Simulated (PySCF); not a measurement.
Species: C₂H₇BOSi.
Geometry (PBE0-D3(BJ)/def2-SVP, Å), atoms numbered from 1 in this order:
```
atom  x, y, z in Å
B1     2.6181    0.3044    0.5021
C2     1.4952   -0.1617   -0.4093
C3     0.2141    0.0047   -0.0037
O4    -0.8458   -0.3674   -0.7190
Si5   -2.4684   -0.1945   -0.2662
H6     2.3404    0.8150    1.5680
H7     3.7833    0.1822    0.1996
H8     1.6467   -0.6334   -1.3865
H9     0.0039    0.4728    0.9713
H10   -3.2513   -0.7591   -1.3922
H11   -2.7125   -0.9476    0.9976
H12   -2.7736    1.2505   -0.0603
```

Level of theory: PySCF, TDDFT B3LYP/def2-SVPD, vertical, gas phase, core orbitals frozen in the response.

Excitation energies and transition dipoles (atomic units, axes of the coordinates) of those of the lowest 10 singlets that add 0.02 au or more to the mean polarisability:

```tsv
state	ΔE (hartree)	μx	μy	μz
S1	0.1972	-1.923	-0.170	-0.256
S3	0.2146	0.002	-0.078	0.038
S4	0.2251	0.000	0.136	-0.065
S6	0.2491	0.007	-0.305	0.147
S7	0.2554	0.003	-0.119	0.056
S8	0.2686	0.157	-0.169	-0.363
S9	0.2751	0.008	-0.354	0.170
S10	0.2757	0.009	-0.053	-0.119
```

Problem. What does each state add to αxx, αyy and αzz, and how do the sums compare with the full static tensor?

Solution. Each state adds 2 μα² / ΔE.

```tsv
state	αxx (au)	αyy (au)	αzz (au)
S1	37.50	0.29	0.66
S3	0.00	0.06	0.01
S4	0.00	0.16	0.04
S6	0.00	0.75	0.17
S7	0.00	0.11	0.02
S8	0.18	0.21	0.98
S9	0.00	0.91	0.21
S10	0.00	0.02	0.10
all 10 states	37.7	2.5	2.2
full response	110.4	57.4	64.4
share (%)	34	4	3
```

The rest comes from the higher roots of the same response equations.

Problem. Give the full tensor and its principal values.

Solution. In au, rows and columns x, y, z:
```
x   110.4   3.9   5.3
y     3.9  57.4   4.6
z     5.3   4.6  64.4
```
Principal values 55.1, 65.7 and 111.3 au; mean 77.4 au (11.47 Å³).

Problem. By how much does the contribution of these states grow at 1064 nm?

Solution. With ω = 0.0428 hartree each state's term in the mean polarisability goes from f / ΔE² to f / (ΔE² − ω²), f = (2/3) ΔE |μ|²; the sum over all 10 states goes from 14.14 to 14.81 au, a rise of 0.67 au. The full frequency-dependent response rises by 1.20 au, from 77.38 to 78.59 au.

Hardware: Arm Neoverse N1, one thread, no GPU, shared host with 64 logical CPUs at a one-minute load of 50. Cost: 78 s, 0.77 GiB resident at most.

One conformer stands for the species.
